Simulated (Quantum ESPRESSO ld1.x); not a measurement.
Problem. The table gives one normalised radial function P(r) = r R(r) of Mo4+ in [Ar] 3d10 4s2 4p5 4d3 (r in bohr). All-electron calculation, scalar-relativistic Kohn-Sham, BLYP, spin-unpolarised, spherical densities, point nucleus. Program: ld1.x of Quantum ESPRESSO 7.5.

r,P
0.001783,0.0014
0.002638,0.0029
0.003936,0.0059
0.005871,0.0121
0.008759,0.0244
0.01296,0.0474
0.01934,0.0898
0.02885,0.1595
0.0427,0.2531
0.06369,0.3422
0.09502,0.3354
0.1418,0.1138
0.2098,-0.2947
0.313,-0.5588
0.4669,-0.2096
0.691,0.5888
1.031,1.0498
1.538,0.7375
2.294,0.2333
3.395,0.0290
5.065,0.0008

Which n and l does it have? It may be an empty orbital.

Solution. n = 4, l = 1: the number of nodes gives n - l - 1 = 2, the rise at small r (about r^(l+1), flatter next to the nucleus through relativity) gives l, and the extent must fit the shell. The curve is that of 4p. 4p: eigenvalue -86.116 eV, 2 radial nodes at r = 0.160, 0.522 bohr, <r> = 1.19 bohr, 90 % of the charge inside 1.74 bohr.
